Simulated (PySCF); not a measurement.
**C₆ coefficients of unlike pairs at PBE**

Calculated with PySCF 2.14 from the dipole response of each species, C₆(A,B) = (3/π) ∫ α_A(iu) α_B(iu) du, in atomic units, from isotropic polarisabilities. For ions this is the dispersion term alone; charge-induced terms of lower order in 1/R come first.

```json
{"species": "Ca²⁺", "configuration": "[Ar] (1S)", "basis": "def2-QZVPPD (11s6p4d3f)", "relativity": "none", "α (bohr³)": "3.297", "C₆ (like pair)": "10.76"}
{"species": "In²⁺", "configuration": "[Kr] 4d10 5s1 (2S)", "basis": "aug-cc-pVQZ-PP with one added diffuse shell each of s, p, d, f, g type with ECP28MDF (8s8p6d4f3g)", "relativity": "core potential", "α (bohr³)": "13.07", "C₆ (like pair)": "59.21"}
{"species": "Kr²⁺", "configuration": "[Ar] 3d10 4s2 4p4 (3P)", "basis": "aug-cc-pVQZ-DK (8s7p5d3f2g)", "relativity": "spin-free X2C", "α (bohr³)": "7.483", "C₆ (like pair)": "36.63"}
{"species": "Zn³⁺", "configuration": "[Ar] 3d9 (2D)", "basis": "aug-cc-pwCVDZ-PP with ECP10MDF (6s6p5d3f)", "relativity": "core potential", "α (bohr³)": "1.292", "C₆ (like pair)": "2.720"}
```

(1) Estimate C₆ for Kr²⁺ with In²⁺.

No spin-orbit coupling is included.

The other pairs:

```csv
pair,C₆
"Zn³⁺, Ca²⁺",5.103
"Zn³⁺, In²⁺",10.61
"Kr²⁺, Ca²⁺",19.49
"In²⁺, Ca²⁺",23.61
"Zn³⁺, Kr²⁺",8.839
```

Results:

(1) The integral gives 45.50. The combination rule 2 C_A C_B / (C_A α_B/α_A + C_B α_A/α_B) gives 44.32 and the geometric mean 46.57.
